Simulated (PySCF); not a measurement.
C3H4BF5.
SMILES with atom numbers: `[F:1][B:2]([F:3])[CH2:4][CH2:5][C:6]([F:7])([F:8])[F:9]` (hydrogens: H10, H11 on C4; H12, H13 on C5)

Torsions of this conformer, `[F:1][B:2]([F:3])[CH2:4][CH2:5][C:6]([F:7])([F:8])[F:9]`: F1–B2–C4–C5 -179°, B2–C4–C5–C6 180°, C4–C5–C6–F7 -61°.

The closed-shell ground state was solved at several levels (PySCF, density fitting, gas phase, non-relativistic). One conformer (not necessarily the lowest) at the GFN2-xTB geometry, without solvent, vibrations or thermal averaging.

```json
{"level": "B3LYP/pcJ-1", "basis functions": "283", "total energy (Eh)": "-640.9600", "HOMO (eV)": "-9.95", "LUMO (eV)": "-0.31", "gap (eV)": "9.64", "dipole (D)": "0.77"}
{"level": "PBE0/pcSseg-1", "basis functions": "173", "total energy (Eh)": "-640.2541", "HOMO (eV)": "-10.19", "LUMO (eV)": "-0.02", "gap (eV)": "10.17", "dipole (D)": "0.77"}
```

(1) Estimate the row for wB97X-D/def2-SVPD, a basis of 227 functions; the other rows only guide the guess.

(2) Over all these levels, which gives the widest orbital gap and which the narrowest?

(3) How far do the dipole and the HOMO energy spread over the levels?

## Answers

(1) Total energy -640.3140 Eh, HOMO -12.18 eV, LUMO 1.64 eV, gap 13.82 eV, dipole 0.83 D.

(2) wB97X-D/def2-SVPD (range-separated hybrid) has the widest, 13.82 eV, and B3LYP/pcJ-1 (global hybrid, 20 % exact exchange) the narrowest, 9.64 eV. Functional and basis both differ between the two, so the spread mixes both effects.

(3) The dipole runs from 0.77 to 0.83 D (mean 0.79 D) and the HOMO from -12.18 to -9.95 eV.

The pairwise dispersion term of wB97X-D wasn't added to the energies; at a given geometry it leaves orbitals and properties as they are.
